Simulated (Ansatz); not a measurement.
One geometry of [MnF6]2- (MnF6²⁻), several levels of theory.

```yaml
crystal:
  periodic: [false, false, false]
  atoms:
    - {symbol: Mn, position_ang: [0.000004, -0.000000, -0.000005]}
    - {symbol: F, position_ang: [-0.017714, -0.009400, 1.858966]}
    - {symbol: F, position_ang: [0.017702, 0.009359, -1.858972]}
    - {symbol: F, position_ang: [1.858981, 0.005318, 0.017739]}
    - {symbol: F, position_ang: [-1.858981, -0.005282, -0.017727]}
    - {symbol: F, position_ang: [-0.005385, 1.859047, 0.009328]}
    - {symbol: F, position_ang: [0.005393, -1.859042, -0.009339]}
basis:
  gaussian: {orbitals: STO-3G, initial_orbitals: start.molden}
total_charge: -2
magnetization: {spin_polarized: true, initial_magnetization: 3}
hamiltonian: {xc: hf}
scf: {omitted_lower_state_checks: [starts]}
output: {orbitals: {seedname: orbitals}}
```

The file start.molden holds the orbitals of an earlier run on this structure, at another level or in another basis.

```sh
$ ansatz run in.yaml --threads 4 --pin off --events-out ev --progress --plain --max-ram 8704MiB
```

Output, abridged:

```
Functional definition: HF
685 factors; integrals over basis functions are off by at most 6.5e-4 eV
mean field evaluation 1: about -46947.7421 eV, gradient 2.1e1 eV
mean field evaluation 2: about -46952.4170 eV, gradient 4.9e0 eV
mean field evaluation 4: about -46952.8173 eV, gradient 3.5e-3 eV
mean field evaluation 8: about -46953.3860 eV, gradient 1.5e-5 eV
mean field -46953.38599058 eV, -1725.5051090057 hartree, gradient 3.6e-5 eV, S^2 4.087017; 0 other end points of the search recorded, 0 dependent functions left out
reference -46953.38599058 eV, -1725.5051090057 hartree; 42, 39 occupied and 6, 9 virtual orbitals, 685 factors
Total energy: -46953.38599058 eV, -1725.5051090057 hartree
Checks for a lower state left out: starts
```

Hardware: 4 threads of Intel Xeon 6975P-C on a shared host. Wall time 0.35 s.

The first input with `gaussian: {orbitals: def2-SVPD, initial_orbitals: start.molden}`, `hamiltonian: {xc: {text: "exchange = 0.85*pbe_x + 0.15*exact_x\ncorrelation = pbe_c"}}` (abridged; 4.3 s):

```
Functional definition: unnamed
mean field -47590.42728371 eV, -1748.9159447261 hartree, gradient 7.9e-6 eV, S^2 3.797947
Total energy: -47590.42733181 eV, -1748.9159464936 hartree
Checks for a lower state left out: starts
```

Geometry: PBE-D4/def2-SVPD.

A multiply charged anion in the gas phase is held together partly by the finite basis. At HF/STO-3G the charge -2 quartet is spin-contaminated (final ⟨S²⟩ up to 4.09, 3.75 for a pure state). At HF/STO-3G, PBE with 15 % exact exchange/def2-SVPD the highest occupied level of the charge -2 quartet lies above zero (up to 4.82 eV). In Hartree–Fock with STO-3G the lack of diffuse functions raises the level. It is a level of α spin, whose loss leaves a triplet; that state wasn't run at this geometry and level. The electron is either unbound and held by the finite basis, or the level is raised by self-interaction error.
